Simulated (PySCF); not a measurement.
CH₃Be, SMILES [Be][CH3], multiplicity 2.

Coordinates come from a TPSSh-D3(BJ)/def2-TZVPD optimisation. The spin state was assumed, not searched. The isomer is the one that the SMILES or the coordinates give; other isomers of the formula were not compared.

The numbers are results of B3LYP/def2-TZVPD (PySCF), not measurements.

Gas-phase values at a fixed geometry.

```
Quantity                                                                                                         Value
---------------------------------------------------------------------------------------------  -----------------------
total energy                                                                                         -54.61749 hartree
point group                                                                                                        C3v
α spin, highest occupied and lowest empty level                                                     -5.25 and -0.93 eV
β spin, highest occupied and lowest empty level                                                     -8.41 and -2.00 eV
dipole moment                                                                                                   0.22 D
quadrupole, principal values (traceless, Buckingham form, about the centre of nuclear charge)    -4.23, 2.12, 2.12 D·Å
mean static polarisability                                                                        45.7 bohr³ (6.78 Å³)
polarisability, principal values                                                                45.0, 46.1, 46.1 bohr³
⟨S²⟩                                                                                           0.751 (pure state 0.75)
```
